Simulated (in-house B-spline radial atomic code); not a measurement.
Ionisation energies along the 19-electron series, configuration [Ar] 3d1, as differences of self-consistent energies. Dirac energy differences include first-order Breit, QED and recoil terms. NIST's values go from ground level to ground level; the uncertainty of those that are theory runs from under 0.1 % in few-electron ions to several per cent in heavy many-electron ones. Computed with a B-spline radial code for spherical atoms: Dirac-Hartree-Fock, average of the configuration, finite nuclei.

```tsv
ion	configuration after	ionisation energy (eV)	IE/(q+1)² (eV)	Breit and QED recoil part (eV)	tabulated value (eV)	tabulated kind	computed minus tabulated (eV)
Cd29+	[Ne] 3s2 3p6	1629.1	1.8101	-0.40936	1635	tabulated theory	-6
In30+	[Ne] 3s2 3p6	1731.5	1.8018	-0.45581	1738	tabulated theory	-6
Sn31+	[Ne] 3s2 3p6	1837.0	1.794	-0.50535	1844	tabulated theory	-7
Sb32+	[Ne] 3s2 3p6	1945.6	1.7866	-0.55816	1954	tabulated theory	-8
Te33+	[Ne] 3s2 3p6	2057.2	1.7796	-0.61423	2066	tabulated theory	-9
I34+	[Ne] 3s2 3p6	2171.9	1.773	-0.67385	2181	tabulated theory	-9
Xe35+	[Ne] 3s2 3p6	2289.7	1.7667	-0.73693	2300	tabulated theory	-10
Cs36+	[Ne] 3s2 3p6	2410.5	1.7608	-0.80368	2422	tabulated theory	-12
Ba37+	[Ne] 3s2 3p6	2534.4	1.7551	-0.87413	2547	tabulated theory	-13
La38+	[Ne] 3s2 3p6	2661.4	1.7498	-0.94846	2674	tabulated theory	-13
Ce39+	[Ne] 3s2 3p6	2791.5	1.7447	-1.0267	2806	tabulated theory	-15
Pr40+	[Ne] 3s2 3p6	2924.7	1.7398	-1.109	2941	tabulated theory	-16
Nd41+	[Ne] 3s2 3p6	3060.9	1.7352	-1.1955	3078	tabulated theory	-17
```

Where a p, d or f electron is removed, the computed value is a mean over both j, so it misses the tabulated one by a part of the spin-orbit splitting; averaging over terms and missing correlation add to the gap, relatively most at low charge.
